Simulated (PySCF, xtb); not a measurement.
CHO2, SMILES O=[C]O, multiplicity 2. One conformer was computed; it need not be the lowest.

Harmonic wavenumbers (cm⁻¹) from GFN2-xTB run with xtb at its own minimum, in rising order: 528, 651, 1096, 1252, 1882, 3060.

Q: What does ωB97X-D3(BJ)/def2-TZVP run with PySCF 2.14.0 give at its own minimum? (The exact figures need the calculation; the answer reports its results.)

A: 587, 609, 1099, 1309, 1898, 3669. Paired by order, the mean absolute difference is 131 cm⁻¹ and the zero-point energies are 12.1 and 13.1 kcal/mol.
